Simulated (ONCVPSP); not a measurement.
## Before and after: ONCV potential for Ce (Z = 58)

```json
{"Element": "cerium (Ce)", "Generator": "ONCVPSP 4.0.1", "Type": "optimised norm-conserving Vanderbilt (ONCV)", "Functional": "PBEsol", "Relativity": "scalar-relativistic", "Frozen core": "[Xe]", "Valence charge": "4", "Reference configuration": "4f1 5d1 6s2", "Partial waves": "6s: rc 3.70 bohr, ncon 5, nbas 9, qcut 1.8 1/bohr, 2 projectors, debl 2.5 Ha; p scattering state at 0.12 Ha: rc 3.85 bohr, ncon 4, nbas 9, qcut 2.2 1/bohr, 3 projectors, debl 2.3 Ha; 5d: rc 4.00 bohr, ncon 4, nbas 9, qcut 3.9 1/bohr, 3 projectors, debl 3.9 Ha; 4f: rc 1.40 bohr, ncon 4, nbas 9, qcut 11.5 1/bohr, 2 projectors, debl 0.7 Ha", "Local potential": "polynomial inside 1.20 bohr (lpopt 5, dvloc0 3 Ha)", "Core correction": "Teter function, parameters optimised by the program"}
```

In the p channel the program set the typed energies aside and used 0.050, 2.350, 4.650 Ha.

All-electron outer shells of the reference configuration (PBEsol, scalar-relativistic, ld1.x):

| shell | level (eV) | outermost node (bohr) | outermost maximum (bohr) |
| --- | --- | --- | --- |
| 5p | -23.22 | 0.81 | 1.55 |
| 4f | -5.42 | – | 0.71 |
| 6s | -3.77 | 1.82 | 3.72 |
| 5d | -3.07 | 0.92 | 2.18 |

Change: all radii but the core radius scaled by about 1.17 (s 4.32, p 4.50, d 4.66, f 1.64 bohr); local potential polynomial inside 1.40 bohr (lpopt 5, dvloc0 3 Ha).

Cutoffs: the cutoffs (Ha) at which the residual kinetic energy of the hardest occupied pseudo-wave falls to 1 and 0.1 mHa per electron; they do not see the model core or the augmentation charge, which bear on the density cutoff. Errors are all-electron minus pseudo energies relative to the spin-unpolarised reference configuration.

Problem. How do hardness, ghosts and transferability respond?

Solution. The potential gets softer (58 Ha and 64 Ha → 51 Ha and 56 Ha); the bound ghosts move from d, p, s to d, s; the lowest positive-energy flag moves from s at 39.1 eV to s at 65.2 eV; the number of tests with a reliable result goes from 3 to 4; the errors of the 3 common tests hardly move. A larger radius leaves more room for a smooth pseudo-wave, so fewer plane waves are needed.

```tsv
quantity	base	changed
cutoff, loose	58 Ha	51 Ha
cutoff, tight	64 Ha	56 Ha
loose cutoff by channel	s 1.5 Ha, d 4.8 Ha, f 58 Ha	s 1.5 Ha, d 4.3 Ha, f 51 Ha
bound ghosts	s, p, d	s, d
GHOST(+) flags under 300 eV	s at 39.1 eV, p at 139.0 eV	s at 65.2 eV, p at 69.3 eV, d at 95.9 eV, p at 145.8 eV, p at 244.8 eV
tests counted as reliable (solved cleanly; for ONCVPSP, near-neutral configurations with less than one 5d electron left out)	3 of 4	4 of 4
error for 4f1 5d1 6s1, meV [ΔE 6.10 eV]	-329	-335
error for 4f1 5d1 6s0, meV [ΔE 17.14 eV]	-1513	-1543
error for 4f1 5d2 6s0, meV [ΔE 6.26 eV]	-773	-746
rms error of d²Exc/dni dnj with the model core, mHa	11.63	11.61
```

 A true bound ghost makes a file unfit for plane-wave use even where its test errors are small: the radial tests pick states by their node count and pass the ghost by.
